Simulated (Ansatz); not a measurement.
Consider the substitution at a C–C bond: `CCCBO` + `OC(F)[SeH]` → `COC(F)[SeH]` + `CCBO`.

Isolated molecules relaxed with PBE0-D4/def2-TZVP in Ansatz; ΔE leaves out vibrations. CBS: MP2 limit from def2 TZ/QZ plus the TZ coupled-cluster correction, frozen cores. DFT in def2-TZVPP. B3LYP here is the variant with VWN-RPA as its local correlation; programs differ in this. For Se outer-core shells are correlated without core-valence functions, which leaves a few kJ/mol of doubt a bond. Scalar relativity is left out up to krypton. Each species was taken in one conformer, which may not be the lowest.

CCSD(T)/CBS gives +0.58 eV.

Another level gave +0.55 eV. Which?
A. HF/def2-TZVPP
B. MP2/def2-TZVPP
C. CCSD(T)/def2-TZVPP
D. B3LYP-D4/def2-TZVPP

C. CCSD(T)/def2-TZVPP 0.55, HF/def2-TZVPP 0.44, B3LYP-D4 0.51, MP2/def2-TZVPP 0.60 eV.

Largest T1 diagnostic among the species: 0.011.

In def2-TZVPP, CCSD(T) changes the Hartree–Fock value by +0.11 eV (the triples alone add +0.01 eV) and MP2 by +0.15 eV.
